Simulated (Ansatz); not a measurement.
Consider the formal exchange of groups at the Al–B bond: `[CH3][AlH][BH]S` + `[SiH3]Cl` → `[CH3][AlH][SiH2]Cl` + `BS`.

Calculated with Ansatz (gas phase, PBE0-D4/def2-TZVP geometries, no zero-point term in ΔE). CCSD(T)/CBS is the MP2 limit (def2-TZVPP, def2-QZVPP) plus CCSD(T) − MP2 in def2-TZVPP, frozen cores. This one scheme is used for every species. Each species was taken in one conformer, which may not be the lowest.

`[CH3][AlH][BH]S`:

Cartesian coordinates in Å:
```
C -0.856 0.718 -1.482
Al 0.603 -0.186 -0.541
B 0.895 0.001 1.547
S 0.190 -1.020 2.809
H -1.555 -0.022 -1.889
H -0.474 1.280 -2.342
H -1.427 1.405 -0.854
H 1.577 -1.120 -1.395
H 1.578 0.848 2.054
H -0.531 -1.903 2.092
```

`[SiH3]Cl`:

Cartesian coordinates in Å:
```
Si 0.079 0.076 0.067
Cl -1.191 -1.136 -0.999
H 0.507 -0.647 1.286
H -0.646 1.315 0.429
H 1.250 0.393 -0.783
```

`[CH3][AlH][SiH2]Cl`:

```xyz
10

C     1.122   -1.423    0.571
Al   -0.626   -0.707    0.094
Si   -0.859    1.651   -0.591
Cl    1.004    2.576   -0.509
H     1.911   -0.669    0.532
H     1.398   -2.240   -0.105
H     1.103   -1.850    1.579
H    -1.932   -1.617    0.131
H    -1.356    1.829   -1.985
H    -1.764    2.450    0.282
```

`BS`:

```xyz
5

B    -0.278    0.477   -0.176
S    -0.179   -1.107    0.594
H    -1.357    0.983   -0.188
H     0.682    0.997   -0.651
H     1.131   -1.350    0.422
```

```tsv
level	ΔE (kJ/mol)
MP2/def2-TZVPP	-25.1
SCS-MP2/def2-QZVPP	-24.4
```

(1) What does CCSD(T)/CBS give? (Best estimate.)

Largest T1 diagnostic among the species: 0.015.

## Answers

(1) The calculation gave: -26.2 kJ/mol. The listed levels differ from it by 1.1, 1.8 kJ/mol.

Leaving LDA and LC-ωPBE aside and taking each functional with its dispersion term where it has one, the values, not all of them listed here, spread over 5.4 kJ/mol, from PBE-D4 to ωB97M-V.
